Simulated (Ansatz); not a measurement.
C₂H₉InOSi, SMILES `C[CH2][InH][O][SiH3]`, relaxed with RKS PBE0-D4/def2-TZVP in Ansatz from a GFN2-xTB geometry. The force threshold is 0.005 eV/Å; the program also tests the step.

Charge 0, multiplicity 1. In: def2 effective core potential.

Start:

```xyz
14

C    -0.649   -1.398    0.955
C    -1.326   -0.148    1.476
In   -0.282    1.664    0.618
O     0.901    1.305   -0.928
Si    1.516    0.337   -2.047
H    -0.605   -1.387   -0.137
H    -1.196   -2.290    1.266
H     0.373   -1.474    1.334
H    -1.278   -0.068    2.561
H    -2.366   -0.085    1.157
H    -0.183    3.385    0.886
H     2.497    1.132   -2.790
H     2.154   -0.831   -1.414
H     0.442   -0.142   -2.936
```

Task: How much energy does the relaxation release, and in how many steps? (An estimate is asked.)

Result: Ansatz gave: 3.69 kcal/mol, in 19 steps.

Task: Which bonds change most? (Best estimate.)

Result: Ansatz gave: C2–In3 from 2.260 to 2.149 Å; In3–H11 from 1.744 to 1.708 Å; Si5–H12 from 1.465 to 1.490 Å; In3–O4 from 1.979 to 2.004 Å.

Task: Give the relaxed structure. (Best estimate.)

Result: Ansatz gave: 
```xyz
14

C    -0.714   -1.336    0.704
C    -1.185   -0.089    1.438
In   -0.364    1.740    0.666
O     0.872    1.404   -0.876
Si    1.528    0.280   -1.833
H    -0.986   -1.315   -0.354
H    -1.157   -2.239    1.136
H     0.371   -1.453    0.750
H    -0.925   -0.130    2.500
H    -2.274    0.010    1.399
H    -0.426    3.423    0.948
H     2.417    0.913   -2.848
H     2.351   -0.702   -1.062
H     0.492   -0.507   -2.569
```
